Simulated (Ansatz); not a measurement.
Frontier orbitals of `CBOCO`.

The species carries charge 0 and has multiplicity 1. The geometry is a stationary point of PBE0-D4/def2-TZVP. It is one conformer, not always the lowest. Basis def2-TZVPP, the Gaussian-basis code of Ansatz.

Orbital energies of one run (eV). Highest occupied ones, from the top: -9.96, -10.32, -10.87, -11.63, -12.04, -12.59, -12.97, -13.90, -15.36, -15.93, -17.57, -20.60, -21.43, -29.79. Empty: 1.19, 1.80, 2.18, 2.81, 3.29, 3.91.

Question: Which functional gave them?
A. BLYP
B. CAM-B3LYP
C. B97M-V
D. ωB97M-V

Answer: B. HOMO energies: CAM-B3LYP -9.96, BLYP -6.89, B97M-V -7.40, ωB97M-V -10.83 eV.
